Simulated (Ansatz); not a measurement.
Start from `FC([SiH3])[SiH2][SiH3]` and change one atom or group to get `BSC(F)[SiH3]`.

Ansatz, PBE0-D4/def2-TZVP geometries, multiplicity 1. Each molecule was computed in one conformer, which needn't be the lowest.

```json
{"property": "LUMO energy (PBE0/def2-TZVPP) / eV", "`FC([SiH3])[SiH2][SiH3]`": "-0.29"}
{"property": "HOMO–LUMO gap (PBE0/def2-TZVPP) / eV", "`FC([SiH3])[SiH2][SiH3]`": "8.00"}
{"property": "size of the dipole moment (PBE/def2-TZVPP) / D", "`FC([SiH3])[SiH2][SiH3]`": "1.17"}
{"property": "LUMO energy (ωB97M-V/def2-TZVPP) / eV", "`FC([SiH3])[SiH2][SiH3]`": "1.40"}
{"property": "size of the dipole moment (ωB97M-V/def2-TZVPP) / D", "`FC([SiH3])[SiH2][SiH3]`": "1.31"}
{"property": "HOMO energy (PBE0/def2-TZVPP) / eV", "`FC([SiH3])[SiH2][SiH3]`": "-8.28"}
```

**Question.** What does the change do to each property? (An estimate is asked.)

**Answer.** Computed: 
```tsv
property	`BSC(F)[SiH3]`	shift
LUMO energy (PBE0/def2-TZVPP) / eV	-1.53	-1.24
HOMO–LUMO gap (PBE0/def2-TZVPP) / eV	6.80	-1.20
size of the dipole moment (PBE/def2-TZVPP) / D	1.39	0.22
LUMO energy (ωB97M-V/def2-TZVPP) / eV	0.41	-0.99
size of the dipole moment (ωB97M-V/def2-TZVPP) / D	1.51	0.20
HOMO energy (PBE0/def2-TZVPP) / eV	-8.33	-0.05
```

With PBE0 the HOMO falls by 0.05 eV and the LUMO falls by 1.24 eV, so the gap narrows by about 1.19 eV. PBE moves the HOMO by -0.19 eV and ωB97M-V by -0.14 eV. Dipoles are sizes alone; their direction can turn.
